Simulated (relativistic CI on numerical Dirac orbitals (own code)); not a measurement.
A reference radial Dirac CI calculation of Mg gave the lowest total energy -199.87878 Ha in 11 SCF steps, from this input:

```
atom Mg  Z=12  charge=0  electrons=12
nucleus A=24  rms_radius_fm=3.0570
hamiltonian dirac-coulomb  breit=on  qed=on  c_scale=1
orbitals kli  potential=per-configuration
slater_scale 1
correlation none
mixing on
grid step=0.0125 r_max=102.8
scf mixing=0.4 start=green max_iterations=150 tolerance=2e-08 node_fill=0.05
configurations
  [Ne] 3s2
end
```

One setting was then changed (and the iteration limit cut to 87), and the output read:

```
SCF 1: [Ne] 3s2
 iter      energy (Ha)   residual   last orbital (Ha)
    1      -207.161500   8.84e-01     -0.36675
    2      -208.290949   2.83e-01     -0.28469
    3      -208.438421   3.07e-02     -0.25735
    4      -208.439249   2.34e-02     -0.26395
    5      -208.440016   3.22e-03     -0.26228
    6      -208.440016   9.46e-05     -0.26182
    7      -208.440018   6.84e-05     -0.26184
    8      -208.440017   3.60e-06     -0.26185
    9      -208.440017   2.52e-07     -0.26185
   10      -208.440017   5.16e-08     -0.26185
   11      -208.440017   2.90e-10     -0.26185
orbital energies (Ha): 1s -48.6243  2s -3.3912  2p1/2 -2.0106  2p3/2 -1.7240  3s -0.2619
configuration averages (Ha): Dirac-Coulomb, Breit, QED
  3s2                           -208.440017    0.838447    0.049913
levels: no., configuration, term, J, E (cm-1), weight
   1 3s2                    1S   0                0.0  1.00
lowest total energy -207.551657 Ha
end: converged
```

**Question.** Which setting was changed?
A. speed of light
B. grid step
C. configuration list
D. Slater scale

**Answer.** A. The speed of light × 0.2. This setting is bad on purpose; its numbers may not be properties of the ion.
